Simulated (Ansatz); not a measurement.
Molecule: Si2H4, charge -1, multiplicity 2. 
Structure (B3LYP-D3(BJ)/def2-TZVP (Ansatz, a program for electronic structure) minimum search):
```
Si
H 1 1.5091
H 1 1.5128 2 101.44
H 1 1.5128 2 101.44 3 103.77
Si 1 2.3742 2 113.52 3 -128.11
H 5 1.5447 1 89.89 2 -180.00
```
Charge -1, spin multiplicity 2.

Basis-set convergence of Hartree-Fock and CCSD correlation energies (hartree) with Ansatz. Cores are frozen in the correlated levels unless marked. Open shells are spin-unrestricted. No spin-orbit coupling. No relativistic terms.

| basis | functions | E(HF) | E(corr, CCSD) |
|---|---|---|---|
| def2-SVPD | 80 | -579.97169 | -0.25652 |
| def2-TZVPPD | 164 | ___ | ___ |

Task: What belongs in the gaps?

Result: 
- def2-TZVPPD, E(HF): -580.17318
- def2-TZVPPD, E(corr, CCSD): -0.29620
